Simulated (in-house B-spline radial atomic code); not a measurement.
# LC-wPBE excitations of Pb III (Pb2+)

Method: LC-wPBE. Computed with an all-electron radial atomic-structure program (B-spline basis): linear response of the closed shell [Xe] 4f14 5d10 6s2 with the functional's adiabatic kernel; scalar-relativistic (spin-free one-electron X2C), finite nucleus, no spin-orbit coupling, no double excitations, S, P, D and F terms only; shells from n = 4 respond. Only terms of natural parity with L up to 3 were computed.

Spin-orbit coupling is strong here, so these LS terms don't match observed levels.

Command:
```bash
python run_td.py task.json out
```
Settings (radii: box in bohr, nucleus in fm):
```
Z                        82
electrons                80
configuration            [Xe] 4f14 5d10 6s2
hamiltonian              x2c
method                   lc_wpbe
box_radius               29.48
rms_radius               5.5012
intervals                72
```

Cost of the run: 3.4 s on 1 thread of Intel(R) Xeon(R) 6975P-C (Granite Rapids) (shared host).

The lowest states, in the order of their Tamm-Dancoff energies; the method's threshold (minus the highest occupied level) is 30.93 eV. Labels give the largest channel, * marks a mixed state, and oscillator strengths are full-response dipole values. Semilocal kernels can invert the small singlet-triplet splittings of Rydberg terms. Energies in eV:

| state | full response | Tamm-Dancoff | oscillator strength |
| --- | --- | --- | --- |
| 6s → 6p 3P | 8.472 | 8.662 | - |
| 6s → 6p 1P | 11.094 | 11.403 | 1.47 |
| 6s → 7s 3S | 18.037 | 18.040 | - |
| 6s → 7s 1S | ? | ? | - |
| 6s → 6d 3D | ? | ? | - |
| 6s → 6d 1D | 19.483 | 19.490 | - |
| 5d → 6p 3P | 19.930 | 19.992 | - |
| 5d → 6p 3F | 20.064 | 20.116 | - |
| 5d → 6p 1F | 20.559 | 20.567 | - |
| 6s → 7p 3P | 20.818 | 20.821 | - |

Where does 6s → 7s 1S lie?

At 18.529 eV in full response, 18.557 eV in Tamm-Dancoff.

Where does 6s → 6d 3D lie?

At 19.188 eV in full response, 19.194 eV in Tamm-Dancoff.

How large is the singlet-triplet splitting of 6s → 6p (P terms) in Tamm-Dancoff?

2.74 eV, from the unrounded values.

What polarisabilities and dispersion coefficient does the method give?

Dipole 14.15 bohr³, quadrupole 45.29 bohr⁵, C6 98.65 hartree·bohr⁶ for two such species.
